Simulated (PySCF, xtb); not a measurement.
AlH₄P, SMILES [AlH2][PH2].

GFN2-xTB run with xtb at its own geometry gives an orbital gap of 3.72 eV and a dipole moment of 0.92 D.

Geometry: PBE-D3(BJ)/def2-TZVP.

Question: What does r2SCAN/def2-TZVPD in PySCF give? (An estimate is asked for; the answer gives what the named calculation found.)

Answer: gap 4.36 eV (levels -6.49 and -2.12 eV), dipole 0.65 D.
